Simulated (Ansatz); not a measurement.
The same ligand exchange along the group O, S, Se, Te.

Calculated with Ansatz (gas phase, PBE0-D4/def2-TZVP geometries, no zero-point term in ΔE). CCSD(T)/CBS adds triple-zeta CCSD(T) − MP2 to the extrapolated MP2 energy (def2 sets, frozen cores). This one scheme is used for every species. DFT in def2-TZVPP. B3LYP here is the variant with VWN-RPA as its local correlation; programs differ in this. Elements past krypton have def2 core potentials. For Br, Se, Te outer-core shells are correlated without core-valence functions, which leaves a few kJ/mol of doubt a bond. Scalar relativity is left out up to krypton. Each species was taken in one conformer, which may not be the lowest.

| reaction | r2SCAN-D4 (kcal/mol) | B3LYP-D4 (kcal/mol) | PBE-D4 (kcal/mol) |
| --- | --- | --- | --- |
| `NB(O)F` + HBr → `NB(F)Br` + H₂O | 9.2 | 9.7 | 7.6 |
| `NB(F)S` + HBr → `NB(F)Br` + H₂S | -3.9 | -4.1 | -3.5 |
| `NB(F)[SeH]` + HBr → `NB(F)Br` + H₂Se | -5.9 | -5.9 | -5.4 |
| `NB(F)[TeH]` + HBr → `NB(F)Br` + H₂Te | -9.2 | -8.9 | -8.1 |

Q: Give the CCSD(T)/CBS values in the same order. (Best estimate.)

A: The calculation gave: 8.1, -4.7, -5.7, -8.3 kcal/mol.

Largest T1 diagnostic: 0.012, for `NB(F)S`.
